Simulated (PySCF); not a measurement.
(2R)-but-3-ene-1,2-diamine (C4H10N2), SMILES C=C[C@@H](N)CN. Geometry optimised at B3LYP-D3(BJ)/def2-SVP. One conformer was computed; it need not be the lowest.

These are B3LYP-D3(BJ)/def2-SVP in PySCF values and carry that method's errors.

Harmonic wavenumbers (cm⁻¹): 82, 116, 245, 247, 313, 347, 382, 405, 627, 699, 808, 818, 863, 899, 942, 976, 1031, 1062, 1086, 1152, 1200, 1221, 1291, 1322, 1373, 1377, 1386, 1437, 1450, 1627, 1632, 1713, 3030, 3042, 3090, 3108, 3128, 3221, 3476, 3502, 3552, 3590. Rotational constants (GHz): 5.249, 2.372, 1.956; symmetry number 1.

Work out the zero-point energy and the ideal-gas rigid-rotor harmonic-oscillator thermochemistry at 298.15 K and 1 atm.

ZPE = ½ Σ hcν = ½ × 62870 cm⁻¹ = 376.04 kJ/mol. H − E(el) = 398.24 kJ/mol. Entropy in J/(mol K): translation 164.32, rotation 112.89, vibration 71.82, total 349.03. G − E(el) = 294.17 kJ/mol. Cp = 121.67 J/(mol K). Modes under 150 cm⁻¹ make the vibrational entropy uncertain.
